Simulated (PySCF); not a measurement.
C3H8Si, SMILES C=C[SiH2]C.

Geometry optimised at B3LYP-D3(BJ)/def2-SVP. One conformer was computed; it need not be the lowest.

Two levels are set side by side: PBE/def2-TZVP (PySCF) and PBE0/def2-TZVP (PySCF). Same geometry, gas phase. Differences are taken from unrounded values.

| quantity | PBE0 | PBE | PBE minus PBE0 |
|---|---|---|---|
| orbital gap (eV) | 7.39 | 5.27 | -2.12 |
| highest occupied level (eV) | -7.81 | -6.69 | 1.11 |
| lowest empty level (eV) | -0.42 | -1.42 | -1.01 |
| dipole moment (D) | 0.74 | 0.76 | 0.02 |
| mean polarisability (bohr³) | 64.3 | 66.2 | 1.9 |

Without exact exchange PBE keeps part of each electron's self-repulsion, which lifts occupied levels and narrows the gap. Differences between two approximate levels are no errors against the true value.

Rough cost on one machine, each run with all the roots and properties that it gave: PBE0 against PBE within a factor of 2.
